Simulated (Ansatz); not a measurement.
Born–Oppenheimer molecular dynamics of CH10N2Si2 (15 atoms, charge 0, multiplicity 1). It starts from a rough guess of a transition structure, not a stationary point.

Level of theory: Ansatz, UKS B3LYP-D4/STO-3G.

```yaml
ensemble: NVE (velocity Verlet)
time_step: 0.5 fs
steps_asked: 150
starting_velocities_drawn_for: 600 K
seed: 514460
```

First frame:

```xyz
15
Properties=species:S:1:pos:R:3
Si -0.932 -0.083 -0.380
N 1.144 -0.349 -0.031
C 1.617 -1.534 0.633
N -0.311 -0.250 -1.911
H 0.905 -0.386 -1.353
H -1.489 -1.251 0.332
Si -1.617 1.911 0.548
H 1.647 0.474 0.274
H 2.682 -1.709 0.444
H 1.469 -1.486 1.718
H 1.056 -2.386 0.250
H -0.738 -0.175 -2.820
H -2.615 2.561 -0.313
H -2.274 1.771 1.857
H -0.543 2.891 0.751
```

**Question.** How far do the bonds stretch over the last three quarters of this one trajectory? (Pairs bonded in most of those frames.)

**Answer.** 
```
   bond  mean (Å)  spread (Å)  shortest  longest
 Si1–N2     1.779       0.034      1.71     1.82
 Si1–N4     1.857       0.034      1.80     1.91
 Si1–H6     1.463       0.049      1.38     1.54
Si1–Si7     2.261       0.091      2.12     2.37
  N2–C3     1.521       0.059      1.41     1.62
  N2–H8     1.064       0.047      0.98     1.14
  C3–H9     1.107       0.008      1.08     1.12
 C3–H10     1.112       0.013      1.09     1.13
 C3–H11     1.108       0.019      1.07     1.14
  N4–H5     1.085       0.063      0.97     1.20
 N4–H12     1.095       0.083      0.95     1.23
Si7–H13     1.449       0.018      1.42     1.48
Si7–H14     1.447       0.027      1.40     1.49
Si7–H15     1.454       0.039      1.39     1.51
```

Mean temperature of the second half: 1065 K. The conserved energy stayed within 0.67 meV per atom of its start (net change -0.088 meV per atom), so the integration is sound. The kinetic energy rose, since the run started high on the potential surface and went downhill. A run of 0.075 ps of so small a system gives no equilibrium averages. The orbitals were unrestricted but ended closed-shell. Limits of this set-up: minimal basis.

Run time: 20 min on 1 thread of Arm Neoverse N1 (shared host), peak memory 0.18 GiB.
